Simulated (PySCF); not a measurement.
# Partial charges of 5-methylpyrimidine

5-methylpyrimidine, C5H6N2.
Z-matrix (Å and degrees, GFN2-xTB geometry), rows numbered from 1:
```
C 
C   1  1.4923
C   2  1.3926  1  122.54
N   3  1.3222  2  122.73  1   179.21
C   4  1.3203  3  116.72  2    -0.02
N   5  1.3203  4  126.23  3     0.07
C   6  1.3222  5  116.72  4    -0.06
H   1  1.0876  2  110.71  3   151.05
H   1  1.0876  2  110.69  3    29.70
H   1  1.0905  2  109.79  3   -89.61
H   3  1.0835  2  121.28  1    -0.95
H   5  1.0820  4  116.88  3   179.86
H   7  1.0835  2  121.31  1     0.95
```

Density: PBE0/pcSseg-1 (PySCF); schemes: Mulliken, IAO, Hirshfeld and ESP-fitted. Isolated species at its GFN2-xTB geometry, gas phase.

Atoms with like bonding are taken together and averaged. Do the Mulliken, IAO, Hirshfeld and ESP-fitted schemes agree on where the charge is highest?

The schemes don't all agree: Mulliken C5 (+0.259); IAO H12 (+0.163); Hirshfeld C5 (+0.073); ESP-fitted C5 (+0.802).

For which atoms does the sign change between the 4 schemes (beyond +0.03 e in one, beyond −0.03 e in another)?

For none.

What partial charge does each atom carry?

In e; atoms taken as equivalent share a row and are averaged (×n: the atom named and its like, n in all):

```tsv
atom	environment	Mulliken	IAO	Hirshfeld	ESP-fitted
C1	benzylic-type carbon	-0.118	-0.429	-0.112	-0.616
C2	substituted aromatic carbon	-0.497	-0.040	+0.001	-0.329
C3/C7	aromatic CH next to a ring nitrogen	+0.235	+0.004	+0.027	+0.563
N4/N6	pyridine-type nitrogen	-0.409	-0.296	-0.168	-0.827
C5	aromatic CH next to a ring nitrogen	+0.259	+0.108	+0.073	+0.802
H8/H9/H10	methyl hydrogen	+0.134	+0.157	+0.052	+0.196
H11/H13	aromatic hydrogen	+0.092	+0.155	+0.055	+0.042
H12	aromatic hydrogen	+0.118	+0.163	+0.054	-0.001
```

Mean size of the charges over all atoms: ESP-fitted 0.400 e, Mulliken 0.220 e, IAO 0.163 e, Hirshfeld 0.069 e. Each set sums to the total charge, 0, to within 0.001 e. The IAO scheme counts the electrons in orthogonalised intrinsic atomic orbitals, a minimal basis polarised so that it spans the occupied orbitals exactly. The ESP scheme fits charges at the nuclei, held to the total charge, to the electrostatic potential on points at 1.4 to 2.0 times the van der Waals radii.

How many electrons does the IAO scheme count on C1?

Z − q = 6 − (-0.429) = 6.429.

How closely do the schemes follow one another over all atoms?

Correlation coefficient and root-mean-square difference: IAO with Hirshfeld 0.94, 0.125 e; Mulliken with ESP-fitted 0.88, 0.300 e; Hirshfeld with ESP-fitted 0.86, 0.430 e; Mulliken with Hirshfeld 0.78, 0.199 e; IAO with ESP-fitted 0.74, 0.377 e; Mulliken with IAO 0.68, 0.191 e.

The run behind these numbers computed NMR shieldings as well. The run took 24 s of wall time on Arm Neoverse N1, one thread (shared host), and the process peaked at 0.70 GiB of memory.
